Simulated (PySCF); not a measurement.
Species: N-tert-butylformamide, C5H11NO.
Atom-mapped SMILES: `[CH3:1][C:2]([CH3:3])([CH3:4])[NH:5][CH:6]=[O:7]` (hydrogens: H8, H9, H10 on C1; H11, H12, H13 on C3; H14, H15, H16 on C4; H17 on N5; H18 on C6)

Torsions of this conformer, `[CH3:1][C:2]([CH3:3])([CH3:4])[NH:5][CH:6]=[O:7]`: C1–C2–N5–C6 61°, C2–N5–C6–O7 -1°.

The closed-shell ground state was solved at several levels (PySCF, density fitting, gas phase, non-relativistic). One conformer (not necessarily the lowest) at the PBE0-D3(BJ)/def2-TZVP geometry, without solvent, vibrations or thermal averaging.

| level | basis functions | total energy (Eh) | HOMO (eV) | LUMO (eV) | gap (eV) | dipole (D) |
| --- | --- | --- | --- | --- | --- | --- |
| KT3/pcSseg-2 | 406 | -332.2782 | -5.90 | -0.56 | 5.34 | 3.66 |
| PBE0/pcSseg-2 | 406 | -326.8910 | -7.33 | 0.29 | 7.62 | 3.84 |
| wB97X-D/pcSseg-2 | 406 | -327.1704 | -9.25 | 1.97 | 11.22 | 3.88 |

Question: Estimate the row for B97-2/pcSseg-2, a basis of 406 functions; the other rows only guide the guess.

Answer: Total energy -327.1559 Eh, HOMO -7.04 eV, LUMO 0.34 eV, gap 7.38 eV, dipole 3.82 D.

Question: Over all these levels, which gives the widest orbital gap and which the narrowest?

Answer: wB97X-D/pcSseg-2 (range-separated hybrid) has the widest, 11.22 eV, and KT3/pcSseg-2 (GGA) the narrowest, 5.34 eV. From the narrowest to the widest the HOMO moves by -3.35 eV and the LUMO by +2.53 eV.

Question: In the pcSseg-2 basis, how does the gap go with the fixed share of exact exchange?

Answer: KT3 (0 %) 5.34 eV; B97-2 (21 %) 7.38 eV; PBE0 (25 %) 7.62 eV. Each rise in the share widens the gap here.

Question: How far do the dipole and the HOMO energy spread over the levels?

Answer: The dipole runs from 3.66 to 3.88 D (mean 3.80 D) and the HOMO from -9.25 to -5.90 eV.

wB97X-D is run here without its empirical dispersion term; that term would change no orbital, density or response property at a fixed geometry.
